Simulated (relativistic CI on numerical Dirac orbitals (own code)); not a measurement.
Spin-allowed bands of a d7 ion in an octahedral site, by hand

Problem. Take Δ = 9880 cm⁻¹ and B = 520 cm⁻¹ for a high-spin d7 ion in an octahedral site. Calculate the three spin-allowed bands.

Working.
1. The terms of highest spin are 4F (energy 0) and 4P (15B = 7800 cm⁻¹). Here the F term splits into A2 at +1.2Δ = 11856, T2 at +0.2Δ = 1976 and T1 at −0.6Δ = -5928 cm⁻¹.
2. The two T1 states mix through the element 0.4Δ: H = [[-5928, 3952], [3952, 7800]], with roots ½(H₁₁ + H₂₂) ∓ ½√[(H₂₂ − H₁₁)² + 4H₁₂²] = ½(1872) ∓ ½(15841) = -6984 and 8856 cm⁻¹.
3. The ground term is 4T1 at -6984 cm⁻¹.
4. Bands: 4T2 8960 cm⁻¹ (1116 nm), 4T1(P) 15841 cm⁻¹ (631 nm), 4A2 18840 cm⁻¹ (531 nm).

Check. Exact diagonalisation of the whole d7 shell with these parameters gives 4T2 8960, 4T1 15841, 4A2 18840 cm⁻¹. The match is exact, since without spin-orbit coupling no other term has this spin. The ratio of the second band to the first, 1.768, depends on Δ/B = 19.0 alone, which is how a Tanabe-Sugano diagram is read.
